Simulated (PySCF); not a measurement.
Species: C4H3AlN2.
Geometry (PBE0-D3(BJ)/def2-SVP, Å), atoms numbered from 1 in this order:
```
atom  x, y, z in Å
C1    -1.1243    2.5335   -0.2354
N2    -1.2542    1.4215    0.0141
Al3   -1.4551   -0.5707    0.4603
C4     0.4588   -0.9856    0.4546
C5     1.6599   -1.2366    0.4471
C6     3.0071   -1.5093    0.4365
N7     4.1495   -1.7313    0.4252
H8    -0.9974    3.5823   -0.4709
H9    -2.2634   -1.0588   -0.8183
H10   -2.1316   -0.4654    1.8947
```

The calculation used PySCF, PBE0-D3(BJ)/def2-SVP geometry optimisation, gas phase.

**Question.** Which atoms are bound to Al3, and at what distances?

**Answer.** 4 atoms: H10 1.589 Å, H9 1.589 Å, C4 1.958 Å, N2 2.051 Å. The nearest atom not counted as bound is C5, at 3.19 Å.

**Question.** List the angles at Al3.

**Answer.** 
```json
{"angle": "H9–Al3–H10", "degrees": "122.0", "distance of the outer atoms (Å)": "2.78"}
{"angle": "C4–Al3–H10", "degrees": "115.6", "distance of the outer atoms (Å)": "3.01"}
{"angle": "C4–Al3–H9", "degrees": "115.4", "distance of the outer atoms (Å)": "3.01"}
{"angle": "N2–Al3–H10", "degrees": "100.0", "distance of the outer atoms (Å)": "2.80"}
{"angle": "N2–Al3–H9", "degrees": "100.0", "distance of the outer atoms (Å)": "2.80"}
{"angle": "N2–Al3–C4", "degrees": "96.3", "distance of the outer atoms (Å)": "2.99"}
```

**Question.** Describe the arrangement about Al3 in numbers.

**Answer.** Angles from 96.3° to 122.0°; τ4 = (360° − α − β)/141° = 0.87 with α and β the two widest (0 for a square, 1 for a tetrahedron).

**Question.** What are the other bond lengths?

**Answer.** C1≡N2 1.147 Å; C4≡C5 1.227 Å; C5–C6 1.375 Å; C6≡N7 1.164 Å; C1–H8 1.082 Å.

**Question.** Give some angles away from the centre.

**Answer.** C1–N2–Al3 179.1°, Al3–C4–C5 179.5°, C4–C5–C6 179.6°, C5–C6–N7 179.5°.

**Question.** What are the rotational constants (commonest isotopes, rigid rotor)?

**Answer.** A = 4634, B = 848.4, C = 725.1 MHz: a near-prolate asymmetric top.

Point group: Cs (every atom within 0.08 Å of its image). Charge 0, singlet. No frequency check.
